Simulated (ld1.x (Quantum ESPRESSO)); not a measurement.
Pseudopotential generation for Ba: TM, LDA (PZ), scalar-relativistic.

The input file (ld1.x (Quantum ESPRESSO) 7.5):

```
&input
   title='Ba', zed=56., rel=1, dft='PZ', iswitch=3,
   config='[Xe] 5d0 6s1.5 6p0',
   nld=3, rlderiv=4.30, eminld=-4.0, emaxld=5.0, deld=0.02
 /
 &inputp
   pseudotype=2, tm=.true., lloc=2,
   nlcc=.false.,
   file_pseudopw='Ba.UPF', file_wfcaegen='ae.wfc', file_wfcncgen='nc.wfc', file_beta='beta', file_chi='chi'
 /
3
6S  1  0   1.50   0.00  3.95  3.95  0.0
5P  2  1   6.00   0.00  2.40  2.40  0.0
5D  3  2   0.00   0.00  2.80  2.80  0.0
 &test
   configts(1)='5p6 5d0 6s1.5 6p0'
 /
```

Command:

```bash
ld1.x < Ba.in > Ba.out
```

The program printed (shortened: banner, matrices, multipoles, cross overlaps and the repeated all-electron block are left out):

```
Program LD1 v.7.5
     --------------------------- All-electron run ----------------------------

     Ba
     scalar relativistic calculation

     atomic number is 56.00
     dft =PZ   lsd =0 sic =0 latt =0  beta=0.20 tr2=1.0E-14
     Exchange-correlation= PZ
                           (   1   1   0   0   0   0   0)
     mesh =1251 r(mesh) =  99.44933 a.u. xmin = -7.00 dx = 0.01250
     1 Ry =  13.60569312 eV, c = 137.03599908

     n l     nl                  e(Ry)          e(Ha)          e(eV)
     1 0     1S 1( 2.00)     -2735.8876     -1367.9438    -37223.6473
     2 0     2S 1( 2.00)      -432.6838      -216.3419     -5886.9633
     2 1     2P 1( 6.00)      -388.2156      -194.1078     -5281.9420
     3 0     3S 1( 2.00)       -91.4584       -45.7292     -1244.3548
     3 1     3P 1( 6.00)       -77.2010       -38.6005     -1050.3734
     4 0     4S 1( 2.00)       -18.0819        -9.0410      -246.0174
     4 1     4P 1( 6.00)       -13.4780        -6.7390      -183.3773
     3 2     3D 1(10.00)       -56.4373       -28.2186      -767.8681
     5 0     5S 1( 2.00)        -2.6853        -1.3427       -36.5356
     5 1     5P 1( 6.00)        -1.5816        -0.7908       -21.5187
     4 2     4D 1(10.00)        -6.7920        -3.3960       -92.4095
     5 2     5D 1( 0.00)        -0.3374        -0.1687        -4.5901
     6 0     6S 1( 1.50)        -0.4058        -0.2029        -5.5208
     6 1     6P 1( 0.00)        -0.2300        -0.1150        -3.1289

     final scf error:  4.9E-16 reached in  26 iterations

     Etot =  -16258.461450 Ry,   -8129.230725 Ha, -221207.637135 eV

     Ekin =   17159.885142 Ry,    8579.942571 Ha,  233472.131262 eV
     Encl =  -39342.065336 Ry,  -19671.032668 Ha, -535276.067780 eV
     Eh   =    6305.930704 Ry,    3152.965352 Ha,   85796.558015 eV
     Exc  =    -382.211960 Ry,    -191.105980 Ha,   -5200.258632 eV

     normalization and overlap integrals

     s(1S/1S) =  1.000000  <r> =   0.0256  <r2> =    0.0009  r(max) =   0.0164
     s(2S/2S) =  1.000000  <r> =   0.1098  <r2> =    0.0142  r(max) =   0.0930
     s(2P/2P) =  1.000000  <r> =   0.0962  <r2> =    0.0113  r(max) =   0.0742
     s(3S/3S) =  1.000000  <r> =   0.2924  <r2> =    0.0977  r(max) =   0.2657
     s(3P/3P) =  1.000000  <r> =   0.2903  <r2> =    0.0977  r(max) =   0.2624
     s(4S/4S) =  1.000000  <r> =   0.6742  <r2> =    0.5132  r(max) =   0.6217
     s(4P/4P) =  1.000000  <r> =   0.7160  <r2> =    0.5833  r(max) =   0.6535
     s(3D/3D) =  1.000000  <r> =   0.2667  <r2> =    0.0840  r(max) =   0.2148
     s(5S/5S) =  1.000000  <r> =   1.6345  <r2> =    3.0061  r(max) =   1.4728
     s(5P/5P) =  1.000000  <r> =   1.9176  <r2> =    4.1777  r(max) =   1.6689
     s(4D/4D) =  1.000000  <r> =   0.8010  <r2> =    0.7457  r(max) =   0.6957
     s(5D/5D) =  1.000000  <r> =   3.2813  <r2> =   12.8465  r(max) =   2.4587
     s(6S/6S) =  1.000000  <r> =   4.4748  <r2> =   22.5015  r(max) =   3.9537
     s(6P/6P) =  1.000000  <r> =   5.7191  <r2> =   36.7949  r(max) =   5.0136

     ------------------------ End of All-electron run ------------------------

     --------------------- Generating NC pseudopotential ---------------------

      Generating local pot.: lloc=2, matching radius rcloc =   2.8000

      Wfc   6S  rcut= 3.954  Using Troullier-Martins method

      Wfc   5P  rcut= 2.398  Using Troullier-Martins method

     ------------------- End of pseudopotential generation -------------------

     Computing logarithmic derivative in   4.28842
     Computing logarithmic derivative in   4.28842
     Computing the partial wave expansion
     R is outside the sphere for l=    0 j= 0.00
     R is outside the sphere for l=    1 j= 0.00
       no projector for channel:   2

     ---------------------- Testing the pseudopotential ----------------------

     Ba
     scalar relativistic calculation

     atomic number is 56.00   valence charge is  8.00
     dft =PZ   lsd =0 sic =0 latt =0  beta=0.20 tr2=1.0E-14
     mesh =1251 r(mesh) =  99.44933 xmin = -7.00 dx = 0.01250

     n l     nl             e AE (Ry)        e PS (Ry)    De AE-PS (Ry)
     2 1     5P   1( 6.00)       -1.58160       -1.58160        0.00000
     3 2     5D   1( 0.00)       -0.33736       -0.33736       -0.00000
     1 0     6S   1( 1.50)       -0.40577       -0.40578        0.00000
     3 1     6P   1( 0.00)       -0.22997       -0.23473        0.00476

     eps = 3.1E-17  iter =  4

     Etot =  -16258.461450 Ry,   -8129.230725 Ha, -221207.637135 eV
     Etotps =   -30.404494 Ry,     -15.202247 Ha,    -413.674218 eV

     Ekin =       9.456577 Ry,       4.728288 Ha,     128.663284 eV
     Encl =     -56.294415 Ry,     -28.147208 Ha,    -765.924539 eV
     Ehrt =      21.718830 Ry,      10.859415 Ha,     295.499741 eV
     Ecxc =      -4.630152 Ry,      -2.315076 Ha,     -62.996422 eV
     Epseu=      -0.655335 Ry,      -0.327667 Ha,      -8.916282 eV

     ---------------------- End of pseudopotential test ----------------------
```

Note: ghost state, extra bound levels that the all-electron valence spectrum of the same l lacks: s at -18.9 eV. A true bound ghost makes a file unfit for plane-wave use.

Generation and configuration tests took about 2.3 s on one core of a shared server CPU.

Transferability test of the new file with ld1.x, input:

```
&input
   title='Ba', zed=56., rel=1, dft='PZ', iswitch=2,
   config='[Xe] 5d0 6s1.5 6p0'
 /
 &test
   file_pseudo='Ba.UPF', nconf=10,
   configts(1)='5p6 5d0 6s1.5 6p0',
   configts(2)='5p6 5d0 6s2 6p0',
   configts(3)='5p6 5d0 6s1 6p0',
   configts(4)='5p6 5d0 6s0 6p0',
   configts(5)='5p6 5d0 6s1 6p1',
   configts(6)='5p6 5d1 6s0 6p0',
   configts(7)='5p6 5d0 6s0 6p1',
   configts(8)='5p6 5d0 6s0 6p2',
   configts(9)='5p6 5d0 6s1.5 6p0', lsdts(9)=1,
   configts(10)='5p6 5d0 6s1 6p0', lsdts(10)=1
 /
```

```bash
ld1.x < Ba.test.in > Ba.test.out
```

Pseudopotential blocks of its output, shortened (energy terms left out; the distinct warnings before each block abridged to one line each):

```
     ---------------------- Testing the pseudopotential ----------------------

     n l     nl             e AE (Ry)        e PS (Ry)    De AE-PS (Ry)
     2 1     5P   1( 6.00)       -1.58160       -1.58160        0.00000
     3 2     5D   1( 0.00)       -0.33736       -0.33736       -0.00000
     1 0     6S   1( 1.50)       -0.40577       -0.40578        0.00000
     3 1     6P   1( 0.00)       -0.22997       -0.23473        0.00476

     eps = 4.9E-17  iter =  6

     Etot =  -16258.461450 Ry,   -8129.230725 Ha, -221207.637135 eV
     Etotps =   -30.404494 Ry,     -15.202247 Ha,    -413.674219 eV

     ---------------------- End of pseudopotential test ----------------------

          ---------------------- Testing the pseudopotential ----------------------

     n l     nl             e AE (Ry)        e PS (Ry)    De AE-PS (Ry)
     2 1     5P   1( 6.00)       -1.38199       -1.38326        0.00126
     3 2     5D   1( 0.00)       -0.15712       -0.15748        0.00036
     1 0     6S   1( 2.00)       -0.24631       -0.24644        0.00013
     3 1     6P   1( 0.00)       -0.09414       -0.09736        0.00321

     eps = 2.6E-15  iter =  8

     Etot =  -16258.623962 Ry,   -8129.311981 Ha, -221209.848224 eV
     Etotps =   -30.567059 Ry,     -15.283529 Ha,    -415.886024 eV
     dEtot_ae =      -0.162512 Ry
     dEtot_ps =      -0.162565 Ry,   Delta E=       0.000053 Ry

     ---------------------- End of pseudopotential test ----------------------

          ---------------------- Testing the pseudopotential ----------------------

     n l     nl             e AE (Ry)        e PS (Ry)    De AE-PS (Ry)
     2 1     5P   1( 6.00)       -1.80023       -1.79801       -0.00222
     3 2     5D   1( 0.00)       -0.53371       -0.53283       -0.00088
     1 0     6S   1( 1.00)       -0.57513       -0.57476       -0.00038
     3 1     6P   1( 0.00)       -0.37643       -0.38289        0.00646  !

     eps = 9.0E-15  iter = 11

     Etot =  -16258.216570 Ry,   -8129.108285 Ha, -221204.305376 eV
     Etotps =   -30.159672 Ry,     -15.079836 Ha,    -410.343238 eV
     dEtot_ae =       0.244880 Ry
     dEtot_ps =       0.244823 Ry,   Delta E=       0.000057 Ry

     ---------------------- End of pseudopotential test ----------------------

          Warning: n=1, l=0 expected 0 nodes, found 1
     ---------------------- Testing the pseudopotential ----------------------

     n l     nl             e AE (Ry)        e PS (Ry)    De AE-PS (Ry)
     2 1     5P   1( 6.00)       -2.28386       -2.27366       -0.01019  !
     3 2     5D   1( 0.00)       -0.95745       -0.95231       -0.00514  !
     1 0     6S   1( 0.00)       -0.90848       -0.93649        0.02801  !
     3 1     6P   1( 0.00)       -0.65221       -0.66368        0.01147  !

     eps = 6.4E-19  iter =  7

     Etot =  -16257.469048 Ry,   -8128.734524 Ha, -221194.134827 eV
     Etotps =   -29.413293 Ry,     -14.706646 Ha,    -400.188236 eV
     dEtot_ae =       0.992401 Ry
     dEtot_ps =       0.991201 Ry,   Delta E=       0.001200 Ry

     ---------------------- End of pseudopotential test ----------------------

          ---------------------- Testing the pseudopotential ----------------------

     n l     nl             e AE (Ry)        e PS (Ry)    De AE-PS (Ry)
     2 1     5P   1( 6.00)       -1.46476       -1.45506       -0.00970  !
     3 2     5D   1( 0.00)       -0.21902       -0.21394       -0.00508  !
     1 0     6S   1( 1.00)       -0.29135       -0.28864       -0.00271
     3 1     6P   1( 1.00)       -0.13089       -0.13240        0.00150

     eps = 5.2E-16  iter = 10

     Etot =  -16258.467914 Ry,   -8129.233957 Ha, -221207.725084 eV
     Etotps =   -30.414622 Ry,     -15.207311 Ha,    -413.812014 eV
     dEtot_ae =      -0.006464 Ry
     dEtot_ps =      -0.010128 Ry,   Delta E=       0.003664 Ry

     ---------------------- End of pseudopotential test ----------------------

          ---------------------- Testing the pseudopotential ----------------------

     n l     nl             e AE (Ry)        e PS (Ry)    De AE-PS (Ry)
     2 1     5P   1( 6.00)       -1.67817       -1.67094       -0.00722  !
     3 2     5D   1( 1.00)       -0.44756       -0.44617       -0.00139
     1 0     6S   1( 0.00)       -0.51163       -0.51315        0.00152
     3 1     6P   1( 0.00)       -0.32421       -0.32926        0.00505  !

     eps = 3.7E-15  iter =  7

     Etot =  -16258.163060 Ry,   -8129.081530 Ha, -221203.577341 eV
     Etotps =   -30.104172 Ry,     -15.052086 Ha,    -409.588131 eV
     dEtot_ae =       0.298389 Ry
     dEtot_ps =       0.300322 Ry,   Delta E=      -0.001933 Ry

     ---------------------- End of pseudopotential test ----------------------

          ---------------------- Testing the pseudopotential ----------------------

     n l     nl             e AE (Ry)        e PS (Ry)    De AE-PS (Ry)
     2 1     5P   1( 6.00)       -1.87646       -1.85803       -0.01843  !
     3 2     5D   1( 0.00)       -0.59131       -0.58189       -0.00942  !
     1 0     6S   1( 0.00)       -0.61677       -0.61230       -0.00447
     3 1     6P   1( 1.00)       -0.41663       -0.41955        0.00292

     eps = 6.1E-15  iter =  8

     Etot =  -16258.017579 Ry,   -8129.008789 Ha, -221201.597967 eV
     Etotps =   -29.967715 Ry,     -14.983857 Ha,    -407.731532 eV
     dEtot_ae =       0.443871 Ry
     dEtot_ps =       0.436780 Ry,   Delta E=       0.007091 Ry

     ---------------------- End of pseudopotential test ----------------------

          ---------------------- Testing the pseudopotential ----------------------

     n l     nl             e AE (Ry)        e PS (Ry)    De AE-PS (Ry)
     2 1     5P   1( 6.00)       -1.54053       -1.51879       -0.02173  !
     3 2     5D   1( 0.00)       -0.27466       -0.26368       -0.01098  !
     1 0     6S   1( 0.00)       -0.32942       -0.32419       -0.00523  !
     3 1     6P   1( 2.00)       -0.16019       -0.16042        0.00023

     eps = 4.4E-15  iter = 12

     Etot =  -16258.302982 Ry,   -8129.151491 Ha, -221205.481079 eV
     Etotps =   -30.254547 Ry,     -15.127274 Ha,    -411.634082 eV
     dEtot_ae =       0.158467 Ry
     dEtot_ps =       0.149947 Ry,   Delta E=       0.008520 Ry

     ---------------------- End of pseudopotential test ----------------------

          ---------------------- Testing the pseudopotential ----------------------

     n l     nl             e AE (Ry)        e PS (Ry)    De AE-PS (Ry)
     2 1     5P   1( 3.00)       -1.58276       -1.58293        0.00017
     3 2     5D   1( 0.00)       -0.34264       -0.34306        0.00041
     1 0     6S   1( 1.00)       -0.41334       -0.41353        0.00018
     3 1     6P   1( 0.00)       -0.23589       -0.24071        0.00482
     2 1     5P   2( 3.00)       -1.57949       -1.57923       -0.00026
     3 2     5D   2( 0.00)       -0.33084       -0.33033       -0.00051
     1 0     6S   2( 0.50)       -0.39667       -0.39642       -0.00025
     3 1     6P   2( 0.00)       -0.22271       -0.22735        0.00464

     eps = 2.3E-16  iter =  7

     Etot =  -16258.463520 Ry,   -8129.231760 Ha, -221207.665302 eV
     Etotps =   -30.406619 Ry,     -15.203309 Ha,    -413.703123 eV
     dEtot_ae =      -0.002070 Ry
     dEtot_ps =      -0.002124 Ry,   Delta E=       0.000054 Ry

     ---------------------- End of pseudopotential test ----------------------

          ---------------------- Testing the pseudopotential ----------------------

     n l     nl             e AE (Ry)        e PS (Ry)    De AE-PS (Ry)
     2 1     5P   1( 3.00)       -1.80206       -1.80007       -0.00199
     3 2     5D   1( 0.00)       -0.54475       -0.54481        0.00005
     1 0     6S   1( 1.00)       -0.59228       -0.59233        0.00005
     3 1     6P   1( 0.00)       -0.39065       -0.39711        0.00646  !
     2 1     5P   2( 3.00)       -1.79434       -1.79136       -0.00298
     3 2     5D   2( 0.00)       -0.51445       -0.51202       -0.00243
     1 0     6S   2( 0.00)       -0.54344       -0.54213       -0.00131
     3 1     6P   2( 0.00)       -0.34643       -0.35255        0.00612  !

     eps = 9.2E-16  iter = 11

     Etot =  -16258.227367 Ry,   -8129.113683 Ha, -221204.452278 eV
     Etotps =   -30.170781 Ry,     -15.085391 Ha,    -410.494388 eV
     dEtot_ae =       0.234083 Ry
     dEtot_ps =       0.233713 Ry,   Delta E=       0.000369 Ry

     ---------------------- End of pseudopotential test ----------------------
```
